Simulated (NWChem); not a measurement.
Molecule: TiIF3; SMILES [F][Ti]([F])([F])[I]

Computed with NWChem. Medium grid unless said otherwise, to which SCAN and Minnesota functionals are sensitive. Structure relaxed at the PBE-D3(BJ)/def2-SVP level. def2 effective core potentials on I; no spin-orbit coupling. Total energies of different functionals are on different scales.

```json
[
 {"level": "B3LYP/def2-SVP", "energy (Ha)": "-1446.7366", "highest occupied level (eV)": "-8.12", "orbital gap (eV)": "4.43", "dipole (D)": "0.48"},
 {"level": "PBE/def2-SVP", "energy (Ha)": "-1446.1398", "highest occupied level (eV)": "-7.18", "orbital gap (eV)": "3.02", "dipole (D)": "0.23"},
 {"level": "LDA (Slater exchange, PW92)/def2-SVP", "energy (Ha)": "-1442.3103", "highest occupied level (eV)": "-7.37", "orbital gap (eV)": "2.98", "dipole (D)": "0.35"},
 {"level": "LC-wPBE (HJS exchange hole, range parameter 0.4 per bohr)/def2-SVP", "energy (Ha)": "-1446.2577", "highest occupied level (eV)": "-10.90", "orbital gap (eV)": "9.51", "dipole (D)": "0.16"},
 {"level": "B3PW91/def2-SVP", "energy (Ha)": "-1446.6095", "highest occupied level (eV)": "-8.25", "orbital gap (eV)": "4.47", "dipole (D)": "0.44"},
 {"level": "r2SCAN/def2-SVP", "energy (Ha)": "-1446.6151", "highest occupied level (eV)": "___", "orbital gap (eV)": "___", "dipole (D)": "0.31"},
 {"level": "TPSS/def2-SVP", "energy (Ha)": "-1446.5925", "highest occupied level (eV)": "-7.31", "orbital gap (eV)": "3.11", "dipole (D)": "0.21"},
 {"level": "B97-D/def2-SVP", "energy (Ha)": "-1447.2146", "highest occupied level (eV)": "-7.17", "orbital gap (eV)": "2.85", "dipole (D)": "0.38"},
 {"level": "N12/def2-SVP", "energy (Ha)": "-1447.3763", "highest occupied level (eV)": "-7.03", "orbital gap (eV)": "2.71", "dipole (D)": "0.87"},
 {"level": "BHandHLYP/def2-SVP", "energy (Ha)": "-1446.4077", "highest occupied level (eV)": "-9.44", "orbital gap (eV)": "6.81", "dipole (D)": "0.67"}
]
```

Problem. Fill in the missing entries.

Solution. 
- r2SCAN/def2-SVP, highest occupied level (eV): -7.60
- r2SCAN/def2-SVP, orbital gap (eV): 3.26
